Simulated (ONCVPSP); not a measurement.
lead: excitation energies, all-electron against ONCV

| Property | Result |
| --- | --- |
| Element | Pb (Z = 82) |
| Generator | ONCVPSP 4.0.1 |
| Type | optimised norm-conserving Vanderbilt (ONCV) |
| Functional | PBEsol |
| Relativity | fully relativistic |
| Frozen core | [Kr] 4d10 4f14 |
| Valence charge | 22 |
| Reference configuration | 5s2 5p6 5d10 6s2 6p2 |
| Partial waves | 5s+6s: rc 1.35 bohr, ncon 4, nbas 8, qcut 10.9 1/bohr, 2 projectors; 5p+6p: rc 1.80 bohr, ncon 4, nbas 8, qcut 9.6 1/bohr, 2 projectors; 5d: rc 1.35 bohr, ncon 4, nbas 9, qcut 13 1/bohr, local |
| Local potential | the d channel |
| Core correction | polynomial model core, fcfact 0.4 |

Open shells are filled in proportion to 2j + 1.

Energies are relative to the spin-unpolarised reference configuration 5s2 5p6 5d10 6s2 6p2; without spin polarisation the order of configurations can differ from experiment. The d channel is local and has no spin–orbit splitting in the pseudo-atom.

| valence configuration | charge | ΔE all-electron (eV) | error AE − PS (meV) |
| --- | --- | --- | --- |
| 5s2 5p6 5d10 6s2 6p1 | +1 | 6.722 | 0.0 |
| 5s2 5p6 5d10 6s2 6p1.5 | +0.5 | 2.561 | +0.1 |

Q: What are ΔE and the potential's error for 5s2 5p6 5d10 6s1 6p0?

A: ΔE = 52.807 eV all-electron; the error (AE − PS) is -6.5 meV.

Q: What are ΔE and the potential's error for 5s2 5p6 5d10 6s2 6p0?

A: ΔE = 20.331 eV all-electron; the error (AE − PS) is -1.1 meV.

The potential misses its own reference levels by up to 1.6 eV, so it is not fit for use.
